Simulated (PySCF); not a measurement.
From one molecule to another.

First species: C₂H₇B₂F.
InChI=1S/C2H7B2F/c1-4(2)3-5/h3H,1-2H3

Second species: diphenylsilylene, C₁₂H₁₀Si (singlet state).
InChI=1S/C12H10Si/c1-3-7-11(8-4-1)13-12-9-5-2-6-10-12/h1-10H

Levels: PBE0/def2-SVPD for dipole moment, HOMO energy, LUMO energy, HOMO–LUMO gap, static isotropic polarisability and electronic spatial extent ⟨r²⟩ about the centre of nuclear charge; TDDFT PBE0/def2-SVPD for lowest singlet excitation; TDA PBE0/def2-SVPD for lowest triplet excitation (Tamm–Dancoff); PBE0-D3(BJ)/def2-SVP for rotational constant A and rotational constant C. Geometries: PBE0-D3(BJ)/def2-SVP. Each species is one conformer at its optimised geometry, gas phase, non-relativistic unless stated. Electronic properties by PySCF.

Dipoles, sizes and rotational constants follow the conformer. The torsions of the flexible species, by atom-mapped SMILES:
- `[CH3:1][B:2]([CH3:3])[BH:4][F:5]`: C1–B2–B4–F5 -87°
- `[cH:1]1[cH:2][cH:3][c:4]([Si:5][c:6]2[cH:7][cH:8][cH:9][cH:10][cH:11]2)[cH:12][cH:13]1`: C3–C4–Si5–C6 -32°, C4–Si5–C6–C7 154°

Question: Which of the two has the higher ⟨r²⟩, and by how much?

Answer: The second: 3225 bohr² against 552 bohr², a difference of 2673 bohr².

Question: Which has the higher dipole moment?

Answer: The second: 2.08 D against 1.50 D, a difference of 0.58 D.

Question: Which has the higher S1 energy?

Answer: The first: 4.85 eV against 2.31 eV, a difference of 2.54 eV.

Question: Which of the two has the higher T1 energy, and by how much?

Answer: The first: 4.07 eV against 1.24 eV, a difference of 2.83 eV.

Question: Which has the higher static isotropic polarisability?

Answer: The second: 177.4 au against 54.7 au, a difference of 122.7 au.

Question: Which has the higher rotational constant A?

Answer: The first: 6.750 GHz against 1.804 GHz, a difference of 4.946 GHz.

Question: Which has the higher rotational constant C?

Answer: The first: 2.301 GHz against 0.335 GHz, a difference of 1.966 GHz.

Question: Which of the two has the higher LUMO energy, and by how much?

Answer: The first: -1.00 eV against -2.51 eV, a difference of 1.51 eV.

On the first: No computed singlet falls in the visible range (750 to 380 nm, 1.65 to 3.26 eV); S1 lies 1.59 eV above its blue end. The 10 singlets span 4.85 to 8.44 eV, and their oscillator strengths add up to 0.20.

On the second: The principal polarisabilities are 112.6, 170.3 and 249.4 au; their mean is the isotropic value. The 10 singlets span 2.31 to 5.14 eV, and their oscillator strengths add up to 0.52.
